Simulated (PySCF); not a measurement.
A structure optimised at B3LYP-D3(BJ)/def2-SVP, used in a PySCF frequency run:

```xyz
5

Mo     0.0447     0.6833     0.0000
O      0.9009     1.1985    -1.3426
O      0.9009     1.1985     1.3426
F     -1.6503     1.4171     0.0000
Br    -0.0411    -1.7322     0.0000
```

### Question
Write its SMILES, formula and point group.

### Answer
[O]=[Mo](=[O])([F])[Br], BrFMoO₂, Cs

### Question
What are its rotational constants (standard atomic weights)?

### Answer
3.7243, 1.1861, 1.1320 GHz
